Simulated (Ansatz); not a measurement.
Species: C₂H₁₀N₂Si, net charge 0, singlet state. SMILES: C[Si](C)(N)N
Geometry from a B3LYP-D3(BJ)/def2-TZVP (Ansatz, a quantum-chemistry and plane-wave program) optimisation:
```xyz
15

C      0.9644    -0.8531     1.3406
Si     0.0073    -0.0002    -0.0291
C     -1.4796     0.8638     0.7210
N     -0.3374    -1.2341    -1.1815
N      0.8565     1.2233    -0.8959
H      0.3760    -1.6464     1.8103
H      1.8852    -1.2996     0.9591
H      1.2363    -0.1407     2.1230
H     -2.0893     0.1585     1.2903
H     -1.1793     1.6631     1.4044
H     -2.1116     1.3043    -0.0532
H     -0.8128    -1.0211    -2.0439
H     -0.4923    -2.1875    -0.8972
H      1.6812     1.0030    -1.4312
H      0.8618     2.1798    -0.5815
```

Quantity: vertical triplet-singlet gap (E(triplet) - E(singlet); each state is the SCF solution reached for its spin), in kJ/mol. Cores are frozen in the correlated levels unless marked. Open shells are spin-unrestricted. Spin-orbit coupling is left out. Non-relativistic. CBS(X,Y): correlation extrapolated as X^-3; Hartree-Fock from the larger set.

```csv
level,program,vertical triplet-singlet gap (kJ/mol)
HF/aug-cc-pV(D+d)Z,Ansatz,474.0
HF/aug-cc-pV(T+d)Z,Ansatz,474.7
HF/aug-cc-pV(Q+d)Z,Ansatz,474.8
SVWN5/def2-TZVPD,Ansatz,498.9
PBE/def2-TZVPD,Ansatz,497.1
r2SCAN/def2-TZVPD,Ansatz,533.4
B3LYP/def2-TZVPD,Ansatz,541.8
PBE0/def2-TZVPD,Ansatz,553.3
BHLYP/def2-TZVPD,Ansatz,563.3
CAM-B3LYP/def2-TZVPD,Ansatz,577.0
wB97M-V/def2-TZVPD,Ansatz,592.8
wB97X-V/def2-TZVPD,Ansatz,600.7
B2PLYP/def2-TZVPD,Ansatz,574.9
MP2/aug-cc-pV(D+d)Z,Ansatz,583.4
RI-MP2/aug-cc-pV(T+d)Z,Ansatz,597.4
RI-MP2/aug-cc-pV(Q+d)Z,Ansatz,602.5
"RI-MP2/CBS(aug-cc-pV(T+d)Z,aug-cc-pV(Q+d)Z)",Ansatz,606.3
SCS-MP2/aug-cc-pV(D+d)Z,Ansatz,583.8
CCSD/aug-cc-pV(D+d)Z,Ansatz,556.7
CCSD(T)/aug-cc-pV(D+d)Z,Ansatz,557.7
```
